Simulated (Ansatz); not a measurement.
`FCC(F)(F)C(F)(F)F` → `F[C](F)C(F)(F)F`• + `[CH2]F`•  (homolysis of the C–C bond)

Computed with Ansatz on PBE0-D4/def2-TZVP structures; ΔE is electronic, products minus reactants. CCSD(T)/CBS adds triple-zeta CCSD(T) − MP2 to the extrapolated MP2 energy (def2 sets, frozen cores). This one scheme is used for every species. DFT in def2-TZVPP. Open shells (•) are unrestricted, without spin–orbit coupling. One conformer a species, not always the lowest.

```csv
level,ΔE (kJ/mol)
BHLYP,373.7
CAM-B3LYP,383.4
CCSD(T)/def2-TZVPP,407.9
HF/CBS(def2),287.4
```

(1) What does CCSD(T)/CBS give? (Estimate.)

Largest T1 diagnostic among the species: 0.015.

## Answers

(1) Computed: +416.5 kJ/mol. The listed levels differ from it by -42.8, -33.1, -8.6, -129.1 kJ/mol.

Leaving LDA and LC-ωPBE aside and taking each functional with its dispersion term where it has one, the values, not all of them listed here, spread over 44.4 kJ/mol, from BLYP-D4 to ωB97M-V. LDA lies +77.0 kJ/mol from PBE without D4, its usual overbinding. In def2-TZVPP, CCSD(T) changes the Hartree–Fock value by +118.2 kJ/mol (the triples alone add +8.8 kJ/mol) and MP2 by +133.0 kJ/mol; breaking electron pairs costs correlation energy, which Hartree–Fock lacks. The D4 term adds +13.0 kJ/mol with B3LYP and +7.1 kJ/mol with PBE0; it sums over pairs of atoms, weighted by their polarisabilities, and B3LYP, whose exchange is more repulsive, gets the larger term.

B3LYP here is the variant with VWN-RPA as its local correlation; programs differ in this.
